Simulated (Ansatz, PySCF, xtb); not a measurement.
Energy difference R1 + R2 → P1, each structure at its B3LYP-D3(BJ)/def2-TZVP stationary point, reached from a drawn start (curvature not checked).
R1: H2O3Ti (SMILES [O]=[Ti]([OH])[OH]), charge 0, multiplicity 1.
P1, H4O4Ti (SMILES [OH][Ti]([OH])([OH])[OH]) (charge 0, multiplicity 1):
```xyz
9

Ti    -0.00003     0.00000    -0.00002
O      1.17964     0.87702     1.06047
H      2.13878     0.91348     1.01673
O      0.87699    -1.17966    -1.06053
H      0.91350    -2.13880    -1.01673
O     -0.87706     1.17970    -1.06048
H     -0.91336     2.13884    -1.01676
O     -1.17966    -0.87705     1.06050
H     -2.13880    -0.91353     1.01682
```
R2, H2O (SMILES O) (charge 0, multiplicity 1, Z-matrix in Å and degrees):
```
O
H 1 0.9627
H 1 0.9627 2 105.24
```

P less R. No zero-point or thermal terms; no spin–orbit coupling. One arrangement of each flexible species, with no search for the lowest.

The values were computed with Ansatz (Gaussian orbitals); PySCF for the D3/D4 terms; xtb for the GFN methods. Each number belongs to the level named beside it.

Q: One of these levels gives -47.53 kcal/mol for the reaction energy. Which?
A) GFN2-xTB
B) BLYP/def2-TZVPP
C) BHLYP-D3(BJ)/def2-TZVPP

A: B, BLYP/def2-TZVPP. The others give -80.78 (GFN2-xTB), -57.72 (BHLYP-D3(BJ)/def2-TZVPP)

Ansatz is a program for electronic structure.
